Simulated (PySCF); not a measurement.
## Working out the ionisation energy of S²⁺

S²⁺ [Ne] 3s2 3p2 (3P) → S³⁺ [Ne] 3s2 3p1 (2P). Computed with PySCF 2.14 in def2-TZVPPD (6s6p4d1f, 51 functions), with the non-relativistic Hamiltonian (point nucleus). Frozen: [Ne]. Energies in hartree (1 hartree = 27.21139 eV):

```tsv
part	S²⁺ (lower)	S³⁺ (upper)
UHF	-396.328237	-395.072934
CCSD correlation	-0.089540	-0.070416
(T)	-0.002186	-0.001015
```

What does Hartree-Fock give?

(-395.072934) − (-396.328237) = 1.255303 hartree = 34.159 eV.

What do CCSD and CCSD(T) give?

The CCSD correlation energies differ by 0.019124 hartree = 0.520 eV and the triples by 0.001171 hartree = 0.032 eV, so CCSD gives 34.679 eV and CCSD(T) 34.711 eV.

A first-order spin-orbit estimate adds -0.009 eV to CCSD(T) (valence), giving 34.702 eV against 34.86 ± 0.04 eV (semi-empirical (NIST evaluation); NIST Atomic Spectra Database, ionization energies).

What remains against the reference includes basis incompleteness, the frozen core and higher excitations.
